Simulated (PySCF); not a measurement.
An equivalent PySCF input for S (sulfur, neutral), [Ne] 3s2 3p4, high-spin 3P determinant, with no relativity, point nucleus:

```python
from pyscf import gto, scf, dft, mp, cc
import basis_set_exchange as bse
mol = gto.M(atom="S 0 0 0", charge=0, spin=2, symmetry="D2h",
            basis=gto.basis.parse(bse.get_basis("aug-cc-pV(5+d)Z", elements=["S"], fmt="nwchem")))
mf = dft.UKS(mol, xc="LDA,VWN")
mf.irrep_nelec = {'Ag': (3, 3), 'B1u': (2, 1), 'B2u': (2, 2), 'B3u': (2, 1)}
mf.kernel()
```

It reaches the same state as the run whose output follows, with an energy that differs only through the grid. The run itself started from symmetry-adapted Hartree-Fock orbitals and held the occupation by maximum overlap, on a logarithmic radial grid, so the iterations belong to that start.

```
SCF conv_tol = 1e-09
number electrons alpha = 9  beta = 7
XC functionals = LDA,VWN
    P. A. M. Dirac.,  Math. Proc. Cambridge Philos. Soc. 26, 376 (1930)
    F. Bloch.,  Z. Phys. 57, 545 (1929)
    S. H. Vosko, L. Wilk, and M. Nusair.,  Can. J. Phys. 58, 1200 (1980)
cycle= 1 E= -396.740975874574  delta_E= -0.0168  |g|= 0.0304  |ddm|= 6.92
cycle= 2 E= -396.741135895057  delta_E= -0.00016  |g|= 0.00874  |ddm|= 0.526
cycle= 3 E= -396.741162047133  delta_E= -2.62e-05  |g|= 0.00348  |ddm|= 0.139
cycle= 4 E= -396.741166815469  delta_E= -4.77e-06  |g|= 0.000258  |ddm|= 0.0181
cycle= 5 E= -396.741166845425  delta_E= -3e-08  |g|= 2.57e-05  |ddm|= 0.00207
cycle= 6 E= -396.741166845915  delta_E= -4.9e-10  |g|= 3.53e-06  |ddm|= 0.000162
converged SCF energy = -396.741166845915  <S^2> = 2.0025781  2S+1 = 3.0017183
```
